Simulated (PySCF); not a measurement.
In(H)(F)(OH) (FH₂InO), SMILES [OH][InH][F]. Atoms are numbered in the order given.

```xyz
5

In    -0.3021     0.0169     0.0000
H     -1.9639     0.3020     0.0000
F      0.9929     1.5018     0.0000
O      0.7652    -1.6494     0.0000
H      1.7091    -1.4508     0.0000
```
Charge 0, spin multiplicity 1.

Geometry: B3LYP-D3(BJ)/def2-TZVP. The def2 effective core potentials stand for the cores of In; spin–orbit coupling is left out. Other conformers were not sampled.

Computed with PySCF 2.14.0 with TDA-LC-ωPBE/def2-SVPD.

Vertical excitations. Gas-phase values at a fixed geometry. State labels are in the subgroup Cs.

Computed lowest excited states:
```csv
state,symmetry,energy (eV),λ (nm),f,main pairs
S1,A",6.57,189,0.032,HOMO→LUMO+1 87 %
S2,A',6.95,178,0.020,"HOMO→LUMO 49 %, HOMO−1→LUMO+1 41 %"
S3,A",7.10,175,0.006,HOMO−1→LUMO 93 %
S4,A",7.76,160,0.047,HOMO−2→LUMO 87 %
S5,A',7.79,159,0.163,"HOMO−1→LUMO+1 25 %, HOMO→LUMO 20 %, HOMO−4→LUMO+1 19 %, HOMO−2→LUMO+1 15 %"
S6,A',8.01,155,0.140,"HOMO−2→LUMO+1 35 %, HOMO→LUMO 22 %, HOMO−1→LUMO+1 15 %, HOMO−1→LUMO+3 7 %"
S7,A",8.04,154,0.083,HOMO−3→LUMO+1 71 %
S8,A',8.43,147,0.035,"HOMO−3→LUMO 55 %, HOMO−4→LUMO+1 16 %"
S9,A",8.54,145,0.022,HOMO−4→LUMO 93 %
S10,A",8.78,141,0.005,"HOMO→LUMO+3 47 %, HOMO→LUMO+2 30 %"
T1,A",5.97,208,0,HOMO→LUMO+1 81 %
T2,A',6.15,202,0,HOMO−1→LUMO+1 72 %
T3,A',6.51,190,0,HOMO→LUMO 76 %
T4,A',6.74,184,0,"HOMO−2→LUMO+1 55 %, HOMO→LUMO 12 %, HOMO−1→LUMO+1 9 %"
```
Triplets are in the Tamm–Dancoff approximation.
